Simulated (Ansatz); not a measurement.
Reaction (cleavage of the Ge–Ge bond): `[F][GeH]([Cl])[GeH3]` + H₂Se → `[GeH3][SeH]` + `[F][GeH2][Cl]`

Computed with Ansatz on PBE0-D4/def2-TZVP structures; ΔE is electronic, products minus reactants. CCSD(T)/CBS is the MP2 limit (def2-TZVPP, def2-QZVPP) plus CCSD(T) − MP2 in def2-TZVPP, frozen cores. DFT in def2-TZVPP. For Ge, Se outer-core shells are correlated without core-valence functions, which leaves a few kJ/mol of doubt a bond. Scalar relativity is left out up to krypton.

`[F][GeH]([Cl])[GeH3]`:

Z-matrix (Å, degrees):
```
Ge
Cl 1 2.149
Ge 1 2.424 2 109.4
F 1 1.739 2 105.4 3 -115.7
H 1 1.537 2 107.2 3 132.2
H 3 1.534 1 109.2 2 -176.8
H 3 1.533 1 108.2 2 63.3
H 3 1.531 1 107.9 2 -56.4
```

H₂Se:

Cartesian coordinates in Å:
```
Se 0.654 -0.193 -0.057
H -0.591 -0.879 0.303
H -0.063 1.073 -0.245
```

`[GeH3][SeH]`:

Cartesian coordinates in Å:
```
Ge -0.595 -0.055 0.059
Se 1.459 1.020 -0.366
H -0.638 -0.577 1.502
H -1.658 1.029 -0.153
H -0.805 -1.215 -0.925
H 2.237 -0.201 -0.117
```

`[F][GeH2][Cl]`:

```xyz
5

F    -0.475   -0.637   -1.492
Ge   -0.134    0.006    0.077
Cl    1.964    0.386    0.129
H    -0.470   -1.085    1.093
H    -0.886    1.331    0.193
```

```
         level  ΔE (kJ/mol)  difference from CCSD(T)/CBS
       PBE0-D4        -20.8                          1.5
      BHLYP-D4        -24.5                         -2.2
       ωB97M-V        -22.4                         -0.1
          BLYP        -17.4                          4.9
       r2SCANh        -23.2                         -0.9
       r2SCAN0        -25.1                         -2.8
 CCSD/def2-SVP        -25.1                         -2.8
 HF/def2-QZVPP        -38.2                        -15.9
MP2/def2-QZVPP        -27.1                         -4.8
 MP2/CBS(def2)        -26.8                         -4.5
   CCSD(T)/CBS        -22.3                            0
```

Largest T1 diagnostic among the species: 0.012.

From PBE to PBE0 (25 % exact exchange), in def2-TZVPP and without D4, ΔE moves by −5.2 kJ/mol. Leaving LDA and LC-ωPBE aside and taking each functional with its dispersion term where it has one, the values, not all of them listed here, spread over 12.6 kJ/mol, from PBE-QIDH to BLYP-D4. LDA lies +3.6 kJ/mol from PBE without D4.
